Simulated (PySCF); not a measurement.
Species: C₃H₁₀N₂Si.
Atom-mapped SMILES: `[CH3:1][SiH:2]1[NH:3][CH2:4][CH2:5][NH:6]1`

Geometry (GFN2-xTB, Å), atoms numbered from 1 in this order:
```
atom  x, y, z in Å
C1     2.3998    0.2961   -0.3273
Si2    0.7403   -0.6103   -0.2486
N3    -0.0804   -0.2431    1.2230
C4    -1.5029   -0.1388    0.9846
C5    -1.6485    0.4911   -0.3995
N6    -0.5804   -0.0573   -1.2063
H7     2.3123    1.3540   -0.1020
H8     2.8272    0.1985   -1.3192
H9     3.1062   -0.1364    0.3721
H10    0.9201   -2.0385   -0.5693
H11    0.1495   -0.6685    2.1055
H12   -1.9884   -1.1245    0.9896
H13   -1.9754    0.4834    1.7507
H14   -2.6226    0.2467   -0.8368
H15   -1.5735    1.5839   -0.3175
H16   -0.4909    0.3728   -2.1105
```

NICS = −σ at a ghost point: NICS(0) at the centroid of the ring atoms, NICS(1) 1 Å to either side along the normal of their mean plane, zz for the tensor component along that normal. Level: GIAO PBE0/pcSseg-1 (PySCF, non-relativistic, gas phase) on the GFN2-xTB geometry, one conformer.

Ring bond lengths (Å), with Mayer bond orders in brackets: Si2–N3 1.725 (0.97), N3–C4 1.446 (0.97), C4–C5 1.528 (1.04), C5–N6 1.447 (0.97), N6–Si2 1.723 (0.99).

**Question.** What do the NICS probes read (ppm)?

**Answer.** 
```json
{"ring": "Si2–N3–C4–C5–N6", "type": "5-membered ring with 2 N and Si; formal bonds all single", "NICS(0)": "-7.6", "NICS(1), two faces": "-2.7 / -3.0", "NICS(1)zz, two faces": "-3.9 / -3.3", "rms pucker (Å)": "0.15", "centre to ring atoms, mean (Å)": "1.32"}
```

**Question.** What can be read from them?

**Answer.** 
- Si2–N3–C4–C5–N6: mean NICS(1)zz -3.6 ppm, shielded. Si2, C4, C5 have four or more neighbours, and the NICS criterion for π rings isn't applied.

**Question.** At the first NICS(1) probe listed for ring Si2–N3–C4–C5–N6, 1 Å off the ring, how large is the induced field along the normal in 1 T applied along it?

**Answer.** NICSzz × B0 = -3.9 ppm × 1 T = -4 μT, against the applied field.

On one thread, Intel Xeon at 2.50 GHz (x86_64), no GPU, on a shared host, this took 2.1 min wall, 64 s CPU (with the writing of density and orbital grids) and 0.73 GiB of memory at its peak. This is the whole shielding run at PBE0/pcSseg-1, SCF included.
